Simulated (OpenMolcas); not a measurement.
## Xe2+: Slater's ratio, worked from levels

```
Program             : OpenMolcas 26.06
Basis               : ANO-R3 [8s7p5d4f3g2h]
Scalar Hamiltonian  : X2C, finite nucleus
Active space        : 4 electrons in 9 orbitals (RAS2 5p; RAS3 5d 6s, at most 1 electron)
State averaging     : 2S+1 = 3 even, 3 roots; 2S+1 = 1 even, 6 roots; 2S+1 = 5 odd, 6 roots; 2S+1 = 3 odd, 54 roots; 2S+1 = 1 odd, 48 roots
Spin-orbit coupling : RASSI with atomic mean-field integrals over the reference wave functions, term energies averaged over their components
```

Methods: RASSCF; XMS-RASPT2, IPEA 0.25 Eh, imaginary shift 0.1 Eh (closed shells correlated: 4d 5s). Measured levels: Saloman, J. Phys. Chem. Ref. Data 33, 765 (2004).

**Slater's ratio.** With one set of orbitals, p4 has 1D - 3P = 6 F2 and 1S - 1D = 9 F2 (F2 = F²/25), a ratio of 3/2. Term energies are centres of gravity, weighted by 2J + 1.

| Source | 1D - 3P | 1S - 3P | F2 from the first | Ratio |
| --- | --- | --- | --- | --- |
| RASSCF | 14969 | 35549 | 2495 | 1.375 |
| XMS-RASPT2 | 12757 | 34028 | 2126 | 1.667 |
| measured | 12931 | 31935 | 2155 | 1.470 |

Energies in cm-1. A ratio away from 3/2 shows effects beyond one configuration with one set of orbitals, and in heavier atoms second-order spin-orbit shifts.

CASPT2 breaks the degeneracy within a term, and the mean is taken; among the terms shown or strongly mixed into the levels shown the widest spread is 720 cm-1 (5s2 5p4 1D, XMS-RASPT2). Over all roots computed the reference weight is 0.86 to 0.91 in XMS-RASPT2; the roots of lowest weight are the least certain, and an intruder state may touch them. With the s shell closed, the reference lacks s² → p² mixing. Measured partners are found by configuration, term and J. A level has none where our copy of the source lacks it or the pairing is in doubt (some pairs that miss far off the trend of their configuration count as doubtful), and it then counts in no deviation. Only configurations of the active space appear.
